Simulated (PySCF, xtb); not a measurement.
C₂H₉NSi, SMILES CC[SiH2]N. The values are those of a single conformer.

Harmonic wavenumbers (cm⁻¹) from GFN2-xTB (xtb) at its own minimum, in rising order: 59, 170, 204, 241, 287, 503, 527, 582, 669, 709, 748, 801, 836, 900, 985, 1024, 1080, 1249, 1302, 1417, 1492, 1512, 1517, 1528, 2147, 2251, 2974, 2989, 3003, 3019, 3027, 3475, 3509.

Task: What does PBE-D3(BJ)/def2-SVP (PySCF) give at its own minimum? (Estimate from the structure and the level; the computed values follow.)

Result: 72, 149, 186, 224, 313, 452, 541, 618, 664, 704, 790, 841, 902, 924, 955, 965, 1024, 1206, 1211, 1341, 1377, 1424, 1431, 1503, 2081, 2157, 2958, 2970, 3022, 3041, 3046, 3474, 3564. Paired by order, the mean absolute difference is 41 cm⁻¹ and the zero-point energies are 66.8 and 65.9 kcal/mol.
